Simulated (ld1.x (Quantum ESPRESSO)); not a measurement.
What one change does to a pseudopotential (Co (Z = 27), PAW)

Co (Z = 27), PAW, made with ld1.x (Quantum ESPRESSO) 7.5 (LDA (PZ), scalar-relativistic). Core [Ne], reference 3s2 3p6 3d7.5 4s1.5 4p0. Waves: 3s (bound): rcut 1.05, rcutus 1.25 bohr; 4s (bound): rcut 1.05, rcutus 1.25 bohr; 3p (bound): rcut 1.15, rcutus 1.30 bohr; 4p (bound, empty): rcut 1.15, rcutus 1.30 bohr; 3d (bound): rcut 0.90, rcutus 1.00 bohr; 3d channel at -0.05 Ry: rcut 0.90, rcutus 1.00 bohr. Local part: all-electron potential smoothed inside 1.10 bohr (lloc = -2). Core correction: Bessel-smoothed model core, default radius (core density twice the valence density). Augmentation charge: BESSEL, radius 0.70 bohr.

Change: wave 3d channel at -0.05 Ry: rcut 0.90, rcutus 1.00 bohr becomes 3d channel at -0.36 Ry: rcut 0.90, rcutus 1.00 bohr.

Cutoffs: the cutoffs (Ry, on a coarse ladder) from which the occupation-weighted sum of valence levels, in a spherical-Bessel basis at the reference potential, stays within 10 and 1 mRy of its value at 400 Ry; they do not see the model core or the augmentation charge, which bear on the density cutoff. Errors are all-electron minus pseudo energies relative to the spin-unpolarised reference configuration.

**Question.** What does the change do?

**Answer.** The potential gets neither clearly harder nor softer (140 Ry and 200 Ry → 140 Ry and 200 Ry); the number of tests with a reliable result goes from 9 to 8; of the 8 tests that both files solve, the error grows in 2 and shrinks in 4 by more than 15 % and 0.3 meV (median size 1.3 → 0.8 meV); neither file shows a bound ghost.

| quantity | base | changed |
| --- | --- | --- |
| cutoff, loose | 140 Ry | 140 Ry |
| cutoff, tight | 200 Ry | 200 Ry |
| bound ghosts | none | none |
| tests with a reliable result | 9 of 9 | 8 of 9 |
| error for 3s2 3p6 3d7 4s2 4p0, meV [ΔE 0.98 eV] | +1.3 | +1.9 |
| error for 3s2 3p6 3d7 4s1 4p0, meV [ΔE 10.28 eV] | +0.1 | +0.8 |
| error for 3s2 3p6 3d7 4s0 4p0, meV [ΔE 27.36 eV] | -1.7 | -0.8 |
| error for 3s2 3p6 3d7 4s0 4p1, meV [ΔE 15.73 eV] | -0.6 | +0.1 |
| error for 3s1 3p6 3d7 4s2 4p0, meV [ΔE 110.97 eV] | -15 | -3.7 |
| error for 3s2 3p6 3d8 4s1 4p0, meV [ΔE -0.26 eV] | -0.2 | 0.0 |
| error for 3s2 3p6 3d7.5 4s1.5 4p0 (spin-polarised), meV [ΔE -1.46 eV] | -1.5 | -1.3 |
| error for 3s2 3p6 3d7 4s2 4p0 (spin-polarised), meV [ΔE -1.00 eV] | -1.2 | -0.2 |
| s: phases at 1.40 bohr within 0.05 rad from the reference energy up to (Ry; the scan ends near 5) | 3.7 | 3.7 |
| p: phases at 1.40 bohr within 0.05 rad from the reference energy up to (Ry; the scan ends near 5) | to the end of the scan | to the end of the scan |
| d: phases at 1.40 bohr within 0.05 rad from the reference energy up to (Ry; the scan ends near 5) | to the end of the scan | to the end of the scan |
| lowest overlap eigenvalue by channel | s 0.11, p 0.15, d 0.78 | s 0.11, p 0.15, d 0.80 |
